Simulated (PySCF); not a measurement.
Cartesian coordinates (Å):
```xyz
9

Zn     0.0000     0.0000     0.0000
C     -1.2912     0.8523    -1.1822
H     -2.2876     0.3676    -1.1119
H     -0.9685     0.7967    -2.2432
H     -1.4249     1.9255    -0.9311
C      1.2912    -0.8523     1.1822
H      0.8959    -0.9448     2.2157
H      2.2356    -0.2712     1.2382
H      1.5495    -1.8738     0.8322
```
Charge 0, spin multiplicity 1.

### Question
What total energy, charge on the central atom (meta-Löwdin) and HOMO–LUMO gap does PySCF 2.14.0 with TPSSh-D3(BJ)/def2-TZVP // PBE-D3(BJ)/def2-SVP give?

### Answer

```
Quantity                                         Value
----------------------------------------  ------------
total energy                              -50592.69 eV
charge on the central atom (meta-Löwdin)        1.04 e
HOMO–LUMO gap                                  6.42 eV
```
